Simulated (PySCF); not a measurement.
B3LYP has the VWN-RPA correlation part, as in Gaussian. Excitations are Tamm–Dancoff values on a coarser integration grid. The basis has no diffuse functions, so Rydberg states are missing or too high.

Cartesian coordinates (Å):
```xyz
8

Si    -1.3241    -0.0730     0.0270
Sn     1.2466     0.0690    -0.0254
H     -1.7502    -1.3396     0.6678
H     -1.8643    -0.0286    -1.3524
H     -1.8815     1.0643     0.7966
H      1.8935     0.0472     1.5607
H      1.9152    -1.2523    -0.8868
H      1.7649     1.5130    -0.7876
```
Charge 0, spin multiplicity 1.

Problem. Estimate the brightest of the four lowest singlets (TDA), S1–T1 gap (TDA), LUMO, total energy and T1 excitation (TDA) that PySCF 2.14.0 with B3LYP-D3(BJ)/def2-TZVP returns for this input.

Solution. 
```json
{
  "brightest of the four lowest singlets (TDA)": "7.05 eV",
  "S1–T1 gap (TDA)": "1.15 eV",
  "LUMO": "-0.39 eV",
  "total_energy": "-507.4936 Ha",
  "T1 excitation (TDA)": "5.83 eV"
}
```
